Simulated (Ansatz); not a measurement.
System: N-(dimethylaminoboranyl)-N-methylmethanamine, C4H13BN2, net charge 0, singlet state. 
Coordinates optimised at B3LYP-D3(BJ)/def2-TZVP (Ansatz, a quantum-chemistry and plane-wave program):
```xyz
20

C     -1.6037    -0.0801     1.2358
N     -1.2635     0.1051    -0.1607
C     -2.4122     0.4544    -0.9745
B      0.0136    -0.0630    -0.7553
N      1.2681    -0.1265    -0.0958
C      1.5588     0.2884     1.2620
C      2.4441    -0.6023    -0.7990
H     -0.8152    -0.6101     1.7624
H     -2.5162    -0.6813     1.3169
H     -1.7944     0.8685     1.7549
H     -2.1240     0.5077    -2.0221
H     -2.8287     1.4275    -0.6853
H     -3.2120    -0.2890    -0.8685
H      0.0350    -0.1625    -1.9486
H      2.4696     0.8974     1.2749
H      0.7536     0.8960     1.6650
H      1.7280    -0.5606     1.9374
H      2.8471    -1.5128    -0.3380
H      2.1933    -0.8292    -1.8329
H      3.2418     0.1508    -0.7891
```
Charge 0, spin multiplicity 1.

Wanted: atomisation energy (electronic, to ground-state atoms), in kcal/mol. Cores are frozen in the correlated levels unless marked. Open shells are spin-unrestricted. No spin-orbit coupling. Non-relativistic. The coupled-cluster limit lacks core correlation, which all-electron functionals hold. CBS marks a two-point X^-3 extrapolation of the correlation energy; Hartree-Fock from the larger set. The bracket is a focal-point correction in the basis named.

| level | program | atomisation energy (kcal/mol) | minus last row |
|---|---|---|---|
| HF/6-31G | Ansatz | 1296.0 | -554.1 |
| PBE-D3(BJ)/def2-TZVPD | Ansatz + dftd3 | 1892.2 | 42.1 |
| BHLYP/def2-TZVPD | Ansatz | 1803.0 | -47.1 |
| r2SCAN0-D4/def2-TZVPD | Ansatz + dftd4 | 1832.2 | -17.9 |
| CCSD(T)/6-31G | Ansatz | 1591.6 | -258.5 |
| RI-MP2/CBS(cc-pVTZ,cc-pVQZ)+[CCSD(T)-MP2]/cc-pVTZ | Ansatz | 1850.4 | 0.3 |
| RI-MP2/CBS(aug-cc-pVTZ,aug-cc-pVQZ)+[CCSD(T)-MP2]/aug-cc-pVTZ | Ansatz | 1850.1 | 0.0 |
